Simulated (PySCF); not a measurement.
# How methods differ on the ionisation energy of Eu⁴²⁺

Eu⁴²⁺ [Ar] 3d3 [3d3/2^3, M_J = 3/2] → Eu⁴³⁺ [Ar] 3d2 [3d3/2^2, M_J = 2], as a difference of total energies. Computed with PySCF 2.14 in an even-tempered Gaussian basis (16 s from 9.4 bohr⁻², ratio 2.8; 12 p from 12 bohr⁻², ratio 2.8; 8 d from 12 bohr⁻², ratio 2.8; 3 f from 39 bohr⁻², ratio 3), with the two-component X2C-1e Hamiltonian. Correlated levels: [Ne] frozen; the 74 highest virtual spinors dropped. "Screened" scales the spin-orbit matrix elements by Boettger's factors to mimic the two-electron term; Breit and QED terms are absent.

| method | ionisation energy (eV) |
| --- | --- |
| GHF (spin-free) | 3268.6 |
| GMP2 (spin-free) | 3268.4 |
| GHF (screened spin-orbit) | 3278.9 |
| GMP2 (screened spin-orbit) | 3279.6 |

Breit and QED terms and the two-electron picture change are absent.

The spin-free rows relax to the high-spin LS determinant and lack the spin-orbit shift.

The labels give the starting determinants; with spin-orbit coupling the two ends relaxed to ⟨J²⟩ = 3.82, ⟨L²⟩ = 8.09, ⟨S²⟩ = 2.17 and ⟨J²⟩ = 6.03, ⟨L²⟩ = 10.27, ⟨S²⟩ = 1.54.

For comparison: 3279 ± 4 eV (theoretical estimate listed by NIST; NIST Atomic Spectra Database, ionization energies).
